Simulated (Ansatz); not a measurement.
System: ReO, charge 0, multiplicity 6. The spin state was set by rule; other spins were not relaxed. SMILES: [O]=[Re]
Coordinates optimised at B3LYP-D3(BJ)/def2-TZVP (Ansatz, an electronic-structure program):
```xyz
2

Re     0.0000     0.0000    -0.1682
O      0.0000     0.0000     1.5769
```
Charge 0, spin multiplicity 6.

Property: vertical ionisation energy (to the quintet state of charge +1; each state is the SCF solution reached for its spin; the UHF <S^2> is 6.78 for the quintet (pure: 6.00); for the quintet T1 is 0.088), in eV. Cores are frozen in the correlated levels unless marked. UHF or UKS for open shells. No spin-orbit coupling. Frozen are the shells of the preceding noble gas and the d and f shells that filled before the atom's block. Past Kr the def2 sets carry scalar-relativistic core potentials. CBS(X,Y): correlation extrapolated as X^-3; Hartree-Fock from the larger set.

| level | program | vertical ionisation energy (eV) |
|---|---|---|
| SVWN5/def2-TZVPD | Ansatz | 8.50 |
| wB97M-V/def2-TZVPD | Ansatz | [?] |
| wB97X-V/def2-TZVPD | Ansatz | 8.32 |
| CCSD/def2-TZVPPD | Ansatz | [?] |
| CCSD(T)/CBS(def2-TZVPPD,def2-QZVPPD) | Ansatz | 8.35 |

Task: Complete the blanks.

Result: 
- wB97M-V/def2-TZVPD, vertical ionisation energy (eV): 8.40
- CCSD/def2-TZVPPD, vertical ionisation energy (eV): 8.17
